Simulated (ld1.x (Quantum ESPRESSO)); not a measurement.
Varying the PAW potential for W

Base potential:

W, PAW, made with ld1.x (Quantum ESPRESSO) 7.5 (PBEsol, scalar-relativistic). Core [Kr] 4d10 4f14 5s2, reference 5p6 5d4 6s1 6p0 (charge +1). Waves: 6s (bound): rcut 2.25, rcutus 2.45 bohr; 6s channel at 1.25 Ry: rcut 2.25, rcutus 2.45 bohr; 5p (bound): rcut 1.70, rcutus 1.85 bohr; 6p (bound, empty): rcut 1.70, rcutus 1.85 bohr; 5d (bound): rcut 2.45, rcutus 2.75 bohr; 5d channel at 3.65 Ry: rcut 2.45, rcutus 2.75 bohr. Local part: all-electron potential smoothed inside 2.45 bohr (lloc = -1). Core correction: a·sin(br)/r model core, default radius (core density twice the valence density). Augmentation charge: BESSEL, radius 1.35 bohr.

Cutoffs, loose and tight: the cutoffs (Ry, on a coarse ladder) from which the occupation-weighted sum of valence levels, in a spherical-Bessel basis at the reference potential, stays within 10 and 1 mRy of its value at 400 Ry. They do not see the model core or the augmentation charge, which bear on the density cutoff. Test errors are all-electron minus pseudo excitation energies from the reference, over the configurations 5p6 5d4 6s2 6p0; 5p6 5d4 6s0 6p0; 5p6 5d3 6s0 6p0; 5p6 5d4 6s0 6p2; 5p6 5d5 6s0 6p0; 5p6 5d4 6s0 6p1; 5p6 5d4 6s1.5 6p0. A dash means not determined; rows that change the core or the reference have their own tests.

| change | outcome | cutoff, loose | cutoff, tight | bound ghosts | largest test error (meV) |
| --- | --- | --- | --- | --- | --- |
| base | generated | 25 Ry | 40 Ry | none | -16 |
| all radii but the core radius scaled by about 0.75 (s 1.84, p 1.38, d 2.06 bohr, rcut 1.68/1.28/1.84); local potential all-electron potential smoothed inside 1.84 bohr (lloc = -1); augmentation BESSEL, radius 1.00 bohr | failed: new_paw_hamiltonian: negative rho | – | – | – | – |
| all radii but the core radius scaled by about 0.86 (s 2.10, p 1.60, d 2.36 bohr, rcut 1.94/1.46/2.10); local potential all-electron potential smoothed inside 2.10 bohr (lloc = -1); augmentation BESSEL, radius 1.16 bohr | failed: new_paw_hamiltonian: negative rho | – | – | – | – |

Question: What comes out with this change to the base: all radii but the core radius scaled by about 1.39 (s 3.40, p 2.56, d 3.82 bohr, rcut 3.12/2.36/3.40); local potential all-electron potential smoothed inside 3.40 bohr (lloc = -1); augmentation BESSEL, radius 1.88 bohr?

Answer: outcome: generated; cutoff, loose: 12 Ry; cutoff, tight: 21 Ry; bound ghosts: none; largest test error (meV): -579.

Question: What comes out with this change to the base: all radii but the core radius scaled by about 1.14 (s 2.80, p 2.12, d 3.14 bohr, rcut 2.58/1.94/2.80); local potential all-electron potential smoothed inside 2.80 bohr (lloc = -1); augmentation BESSEL, radius 1.54 bohr?

Answer: outcome: generated; cutoff, loose: 18 Ry; cutoff, tight: 30 Ry; bound ghosts: none; largest test error (meV): test run stopped at test 1 of 7 (negative rho).

Question: What comes out with this change to the base: all radii but the core radius scaled by about 1.28 (s 3.12, p 2.36, d 3.52 bohr, rcut 2.88/2.18/3.12); local potential all-electron potential smoothed inside 3.12 bohr (lloc = -1); augmentation BESSEL, radius 1.72 bohr?

Answer: outcome: generated; cutoff, loose: 15 Ry; cutoff, tight: 25 Ry; bound ghosts: none; largest test error (meV): test run stopped at test 1 of 7 (negative rho).

Reading the sweep of the scale of all radii but the core radius (base = 1) (base included, trends over the rows without a ghost): The loose cutoff falls from 25 Ry at 1 to 12 Ry at 1.39. A larger radius leaves more room for a smooth pseudo-wave, so fewer plane waves are needed; a smaller one forces it to follow the all-electron wave where it bends sharply. The generation fails at 0.75, 0.86.
